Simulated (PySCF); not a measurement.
Isomers of C2H9NSi, mass 75.050 u with the commonest isotopes. Method: PBE0-D3(BJ)/def2-SVP geometry optimisation, gas phase (PySCF). One conformer each, none proved a minimum here; rigid rotors.

Question: Order these by dipole moment, largest first.
A. `[CH3:1][CH2:2][NH:3][SiH3:4]` with C1–C2–N3–Si4 -148°
B. `[CH3:1][NH:2][SiH2:3][CH3:4]` with C1–N2–Si3–C4 -63°
C. `[NH2:1][CH2:2][CH2:3][SiH3:4]` with H–N1–C2–C3 69° and -171°, N1–C2–C3–Si4 45°

Answer: C (2.44 D), A (1.24 D), B (0.89 D).

Question: Order these by rotational constant B, largest first.
A. `CN(C)[SiH3]`
B. `[CH3:1][NH:2][SiH2:3][CH3:4]` with C1–N2–Si3–C4 -63°
C. `[CH3:1][CH2:2][NH:3][SiH3:4]` with C1–C2–N3–Si4 -148°

Answer: A (4410 MHz), B (3534 MHz), C (2422 MHz).

Question: Order these by radius of gyration √(Σ m r²/M), smallest first.
A. `[CH3:1][CH2:2][NH:3][SiH3:4]` with C1–C2–N3–Si4 -148°
B. `[CH3:1][NH:2][SiH2:3][CH3:4]` with C1–N2–Si3–C4 -63°
C. `CN(C)[SiH3]`

Answer: C (1.497 Å), B (1.566 Å), A (1.725 Å).

```json
{"SMILES": "CCN[SiH3]", "point group": "C1", "Ia (u·Å²)": "23.96", "Ib (u·Å²)": "208.68", "Ic (u·Å²)": "214.08", "κ": "-0.99", "μa (D)": "1.05", "μb (D)": "0.27", "μc (D)": "0.60"}
{"SMILES": "CN[SiH2]C", "point group": "C1", "Ia (u·Å²)": "51.41", "Ib (u·Å²)": "143.01", "Ic (u·Å²)": "173.87", "κ": "-0.82", "μa (D)": "0.80", "μb (D)": "0.35", "μc (D)": "0.16"}
{"SMILES": "CN(C)[SiH3]", "point group": "–", "Ia (u·Å²)": "60.06", "Ib (u·Å²)": "114.60", "Ic (u·Å²)": "161.83", "κ": "-0.51", "μa (D)": "0.94", "μb (D)": "0.00", "μc (D)": "0.12"}
{"SMILES": "NCC[SiH3]", "point group": "C1", "Ia (u·Å²)": "50.45", "Ib (u·Å²)": "143.12", "Ic (u·Å²)": "173.43", "κ": "-0.83", "μa (D)": "2.29", "μb (D)": "0.67", "μc (D)": "0.48"}
```
